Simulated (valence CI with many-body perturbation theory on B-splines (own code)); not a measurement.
The numbers below are computed, except where a source is named.
## Cs XV: input, log and results

Method: configuration interaction combined with many-body perturbation theory (CI+MBPT): five valence electrons over a frozen Dirac-Fock core [Kr], radial functions for each j: 7 s, 7 p, 8 d, 6 f, 4 g, 1 h, with the one-electron correlation potential Σ1 (screened to all orders), the two-electron term Σ2, the three-electron term Σ3, Breit, model QED; selected single and double excitations, second order for the rest (own B-spline code, finite nucleus).

Command, and the settings that its task file holds:

```sh
python run_cv.py task.json out
```

```
atom Cs  Z=55  mass_number=133  rms_radius_fm=4.8041
core [Kr]
valence 4d5
avg = 1
basis = M
breit = 1
cap = 40000
capref = 1200
cscale = 1
de = 0.0
dress = 0
eps = 2e-08
h = 0.27
hh = 1
l2 = 3
lcore = 6
maxit = 60
n2 = 5
natural = 1
nlev = 45
nno = [4, 4, 5, 4, 3, 1]
nroot = 26
nsp = [3, 3, 3, 2, 1, 0]
pt2 = 1
qed = 1
rpa = 1
s1 = 1
s2 = 1
s3 = 1
screen = 1
tol = 2e-05
```

It took 5.3 min on 1 thread of Intel(R) Xeon(R) 6975P-C (Granite Rapids), with other jobs on the host.

Log. The first blocks belong to the next ion, which gives the ionisation energy. Fields: 2J, parity (1 odd), roots, reference size, generating configurations, candidates as configurations/state functions, variational space P, stored matrix elements, Davidson steps; e2 is the range of second-order energies in hartree. The first line gives the box (bohr), its intervals, the orbitals and the steps of their self-consistent field. Window is the range of levels sought, series limit the energy at which the first omitted orbital would enter, core excitation an estimate of the first excitation out of the core, left out the lowest levels not solved, and shifts from estimates the range by which levels moved from their first estimate, all in cm⁻¹.

```
rmax 10.0 intervals 62 orbitals 59 references ['4d5', '4d4 4f', '4d4 5s', '4d4 5p'] scf 6 t 1.4
2J=0 par=0 roots 2 ref 7 generators 4 cand 2416/4473 P 1448/2762 nnz 1.5e+06 it 5
2J=0 par=0 roots 2 ref 7 generators 11 cand 9523/24278 P 2331/4958 nnz 3.2e+06 it 6
   second order: generators 27 cand 18335/48140 e2 -0.00004 -0.00002
2J=2 par=0 roots 2 ref 11 generators 3 cand 2550/12025 P 773/4000 nnz 4.2e+06 it 5
2J=2 par=0 roots 2 ref 11 generators 15 cand 10490/71207 P 2175/11840 nnz 2.3e+07 it 5
   second order: generators 27 cand 18923/133822 e2 -0.00010 -0.00004
2J=4 par=0 roots 2 ref 18 generators 4 cand 2624/17622 P 603/3998 nnz 3.8e+06 it 6
2J=4 par=0 roots 2 ref 18 generators 12 cand 10772/107265 P 2211/15883 nnz 4.4e+07 it 7
   second order: generators 24 cand 16662/174987 e2 -0.00012 -0.00007
reference levels 626, estimated 37, window 173643 1/cm; series limit 2049019, core excitation 661418
2J=5 par=0 roots 10 ref 24 generators 15 cand 12986/429771 P 599/7994 nnz 1.3e+07 it 9
2J=5 par=0 roots 10 ref 24 generators 16 cand 12591/424275 P 1987/27399 nnz 1.3e+08 it 8
   second order: generators 36 cand 38348/1490741 e2 -0.00128 -0.00047
2J=7 par=0 roots 7 ref 20 generators 9 cand 12972/478421 P 477/7966 nnz 1.5e+07 it 8
2J=7 par=0 roots 7 ref 20 generators 12 cand 12659/472939 P 1521/25230 nnz 1.2e+08 it 8
   second order: generators 32 cand 41894/1725446 e2 -0.00140 -0.00099
2J=11 par=0 roots 3 ref 7 generators 9 cand 12644/423922 P 625/7983 nnz 1.5e+07 it 5
2J=11 par=0 roots 3 ref 7 generators 12 cand 12234/418439 P 1941/25166 nnz 1.2e+08 it 7
   second order: generators 27 cand 34770/1349273 e2 -0.00061 -0.00051
2J=3 par=0 roots 7 ref 19 generators 10 cand 12938/325055 P 664/7997 nnz 1.4e+07 it 8
2J=3 par=0 roots 7 ref 19 generators 13 cand 14840/377328 P 2148/25870 nnz 1.2e+08 it 8
   second order: generators 35 cand 41249/1160258 e2 -0.00091 -0.00049
2J=9 par=0 roots 5 ref 14 generators 10 cand 12864/472862 P 518/7993 nnz 1.5e+07 it 9
2J=9 par=0 roots 5 ref 14 generators 11 cand 12520/467360 P 1577/24599 nnz 1.2e+08 it 8
   second order: generators 27 cand 35014/1530233 e2 -0.00122 -0.00093
2J=1 par=0 roots 4 ref 13 generators 9 cand 12674/174322 P 1166/8000 nnz 1.3e+07 it 7
2J=1 par=0 roots 4 ref 13 generators 13 cand 13427/194669 P 3263/27455 nnz 8.3e+07 it 8
   second order: generators 30 cand 34010/528690 e2 -0.00030 -0.00014
2J=13 par=0 roots 1 ref 3 generators 3 cand 9588/309346 P 686/7991 nnz 1.9e+07 it 5
2J=13 par=0 roots 1 ref 3 generators 5 cand 10771/335111 P 1732/21446 nnz 9.1e+07 it 5
   second order: generators 13 cand 26442/782044 e2 -0.00027 -0.00027
left out: unestimated 772520, estimated none, shifts from estimates -544 to 0
operators 2.7
```

The Davidson iterations converged.

No measured levels were compared; by estimate terms of the open shell hold to 2 to 4 % of their energy, and close levels can change places. Core correlation moves these levels by up to 12000 cm⁻¹, and in measured spectra 5 to 20 % of such shifts remained as error; rates that hang on mixing are uncertain with them. Among the levels kept, up to 310 cm⁻¹ of a level comes from second order outside the variational space, and about a tenth of that is noise between levels of different J, which matters for small intervals. Only levels of the ground parity were solved; by the run's estimate the other parity begins above the list, which can be wrong where configurations are misplaced.

```yaml
Valence_energy: -76.19287 hartree
Ionisation_energy: "351.59 eV (NIST: 352 ± 3 eV (theoretical))"
Reference_configurations_for_the_orbitals: 4d5, 4d4 4f, 4d4 5s, 4d4 5p
Radial_orbitals: 59
Box_radius: 9.955 bohr
Largest_variational_space: 27455
Lowest_levels: 4d⁵ ⁶S_5/2 0.0000, 4d⁵ ⁴G_5/2 [a] 4.334, 4d⁵ ⁴G_7/2 5.544, 4d⁵ ⁴G_11/2 5.794, 4d⁵ ⁴D_3/2 5.830, 4d⁵ ⁴G_5/2 [b] 5.972, 4d⁵ ⁴G_9/2 6.058, 4d⁵ ⁴P_1/2 6.629, 4d⁵ ⁴D_7/2 7.315, 4d⁵ ⁴D_5/2 7.894, 4d⁵ ⁴D_1/2 8.406, 4d⁵ ²I_11/2 8.425, 4d⁵ ⁴P_3/2 8.748, 4d⁵ ²F_7/2 [a] 8.882 eV
```

Names give the largest LS component (configuration and term), which can be under half, so a name can repeat, a term be missing and a line seem to break the LS rules; names also repeat where a configuration has a term twice. Letters in brackets count levels of one name in rising energy.
